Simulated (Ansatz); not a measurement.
Input for Ansatz (a first-principles code): R-CCSD(T)/def2-SVPD on FH5Sn (a complex), monomers drawn apart or pushed together. Elements past Kr take the def2 small-core potentials; no spin–orbit coupling. The run froze 10 orbitals, filled d shells among them.

Ansatz 0.2 input:
```yaml
crystal:
  periodic: [false, false, false]
  atoms:
    - {symbol: Sn, position_ang: [0.14919305, 0.27148969, 0.13691022]}
    - {symbol: H, position_ang: [-1.49090734, 0.31754174, -0.32031598]}
    - {symbol: H, position_ang: [0.34529275, -0.96304735, 1.32508418]}
    - {symbol: H, position_ang: [1.13871927, -0.15042624, -1.18625680]}
    - {symbol: H, position_ang: [0.64312129, 1.75223943, 0.81846569]}
    - {symbol: F, position_ang: [-1.45829706, -1.05461883, 4.79027387]}
    - {symbol: H, position_ang: [-0.92321222, -1.26108024, 4.05517748]}
basis:
  gaussian:
    orbitals: def2-SVPD
magnetization: {spin_polarized: false}
correlation: {method: ccsd_t, electrons: outside_noble_gas}
scf: {lower_state_search: off}
```

The head of its log:

```
WARN ansatz: RAYON_NUM_THREADS=1 ignored (pool sized by the plan → 1); use --threads N
Functional definition: HF
these checks for a lower state are left out or cut short: stability, starts, cluster_reference, orbital_swaps, neighbouring_geometries, increment
integrals: 0.12 GiB planned
1042 factors; integrals over basis functions are off by at most 9.4e-4 eV
mean field: 0.24 GiB planned
mean field evaluation 1: about -8585.8673 eV, gradient 2.5e1 eV
mean field evaluation 2: about -8585.9296 eV, gradient 2.5e1 eV
mean field evaluation 4: about -8587.3047 eV, gradient 1.9e0 eV
mean field evaluation 8: about -8587.3230 eV, gradient 9.1e-2 eV
mean field -8587.32306091 eV, -315.5783017918 hartree, gradient 2.6e-6 eV, S^2 0.000000; 0 other end points of the search recorded, 0 dependent functions left out
10 core orbitals not correlated, not the lowest: weight in the atoms' cores, before any rotation towards them, 0.998 or more for the frozen orbitals, at most 0.001 for the correlated occupied ones
reference -8587.32306091 eV, -315.5783017918 hartree; 8, 8 occupied and 77, 77 virtual orbitals, 1042 factors
```

Q: Predict the final total energy.

A: -315.9405 hartree (reference determinant -315.5783, T1 diagnostic 0.012).
